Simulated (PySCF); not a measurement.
C₃H₆AlFO. Atoms are numbered in the order given.

```xyz
12

Al     0.3544     0.4869     0.4838
C     -0.1151    -1.3848     0.6554
C     -1.0615    -1.3109    -0.5032
C     -0.7140    -1.2169    -1.7991
H     -0.6022    -1.6915     1.5886
H      0.7560    -2.0249     0.4496
H     -2.1271    -1.2267    -0.2527
H      0.3312    -1.2783    -2.1226
H     -1.4701    -1.0965    -2.5780
F      1.6875     0.9075    -0.4274
O     -0.6042     1.7064     1.1688
H     -0.5047     2.6451     1.0038
```

Geometry: PBE0-D3(BJ)/def2-SVP. The structure was generated by enumeration; whether it is a known compound was not checked. Other conformers were not sampled.

Calculation: C-PCM-B3LYP/def2-SVP (PySCF).

The values are the electrostatic part of the solvation free energy, E(continuum) − E(gas) at the gas-phase geometry, in a cavity of scaled van der Waals radii (PySCF's table); cavitation and dispersion terms are not included. A continuum can't describe solvent molecules that bind to the metal. In vacuum the orbital gap is 6.11 eV. The dipole moment in vacuum is 0.87 D.

```
solvent      ε  ΔG(elec) (kcal/mol)  dipole (D)  gap (eV)
-------  -----  -------------------  ----------  --------
water    78.36                 -7.1        0.96      6.13
ethanol  24.85                 -6.9        0.96      6.13
toluene   2.37                 -4.1        0.92      6.12
```
